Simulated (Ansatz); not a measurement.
Species: TiF3, charge 1, multiplicity 1. The spin state was set by rule; other spins were not relaxed. 
Structure (B3LYP-D3(BJ)/def2-TZVP (Ansatz, a program for electronic structure) minimum search):
```
Ti
F 1 1.6991
F 1 1.6991 2 112.56
F 1 1.6991 2 112.56 3 -128.50
```
Charge +1, spin multiplicity 1.

Total electronic energies in hartree. Valence correlation only, unless marked. No spin-orbit coupling. Frozen are the shells of the preceding noble gas and the d and f shells that filled before the atom's block. No relativistic terms. CBS marks a two-point X^-3 extrapolation of the correlation energy; Hartree-Fock from the larger set. The bracket is a focal-point correction in the basis named.

The T1 diagnostic of CCSD in the largest basis is 0.028, which is high, so the coupled-cluster rows are less sure than usual.

| level | program | energy (Eh) |
|---|---|---|
| HF/def2-SVP | Ansatz | -1146.19930 |
| HF/def2-SVPD | Ansatz | -1146.23786 |
| HF/def2-QZVPP | Ansatz | -1146.75043 |
| revPBE/def2-TZVPD | Ansatz | ? |
| r2SCAN/def2-TZVPD | Ansatz | -1148.87081 |
| r2SCAN-D3(BJ)/def2-TZVPD | Ansatz + dftd3 | -1148.87122 |
| r2SCAN-D4/def2-TZVPD | Ansatz + dftd4 | -1148.87121 |
| B3LYP-D3(BJ)/def2-TZVPD | Ansatz + dftd3 | -1149.01984 |
| PBE0/def2-SVP | Ansatz | -1148.02235 |
| PBE0-D4/def2-TZVP | Ansatz + dftd4 | ? |
| PBE0/def2-TZVPD | Ansatz | -1148.51259 |
| BHLYP/def2-TZVPD | Ansatz | -1148.83494 |
| HSE06-D3(BJ)/def2-TZVPD | Ansatz + dftd3 | -1148.49427 |
| LC-wPBE-D3(BJ)/def2-TZVPD | Ansatz + dftd3 | -1148.65461 |
| wB97M-V/def2-TZVPD | Ansatz | -1148.86796 |
| B2GP-PLYP-D3(BJ)/def2-TZVPD | Ansatz + dftd3 | -1148.46748 |
| B2GP-PLYP-D4/def2-TZVPD | Ansatz + dftd4 | -1148.46652 |
| B2PLYP-D3(BJ)/def2-TZVPD | Ansatz + dftd3 | -1148.60825 |
| MP2/def2-TZVPP | Ansatz | -1147.63080 |
| RI-MP2/CBS(def2-TZVPP,def2-QZVPP) | Ansatz | -1147.7900 |
| SCS-MP2/def2-TZVPP | Ansatz | -1147.59519 |
| CCSD/def2-TZVPP | Ansatz | -1147.59981 |
| RI-MP2/CBS(def2-TZVPPD,def2-QZVPPD)+[CCSD(T)-MP2]/def2-TZVPPD | Ansatz | -1147.8044 |

What belongs in the gaps?


- revPBE/def2-TZVPD, energy (Eh): -1148.82941
- PBE0-D4/def2-TZVP, energy (Eh): -1148.50937
